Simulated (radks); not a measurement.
Problem. Charge is removed step by step from the 5s down level of Lu2+, starting from [Kr] 4d10 4f14 5s(up 1, down 1) 5p6 6s1. Calculated with a radial shooting solver on a logarithmic mesh with Libxc functionals: non-relativistic Kohn-Sham, BLYP, spin-polarised, spherical densities, point nucleus; open shells are filled with parallel spins first (spin-orbit coupling, left out, can overturn this in heavy ions); relativity is left out, which matters for an element this heavy. At the starting occupation the eigenvalue is -67.758 eV. Estimate the energy to remove one whole electron from this level, the eigenvalue at the end, and how far E(n) bends from a straight line.

Solution. Delta-SCF 75.055 eV; final eigenvalue -82.470 eV; the deviation from the straight line is -1.839 eV at 0.5 electron removed, the largest on the grid computed. Slater's transition state (half an electron removed) gives 75.025 eV. Integrating minus the eigenvalue over the occupation (Janak's theorem) gives 75.055 eV. The mean slope of the eigenvalue, de/dn, is 14.7 eV per electron.
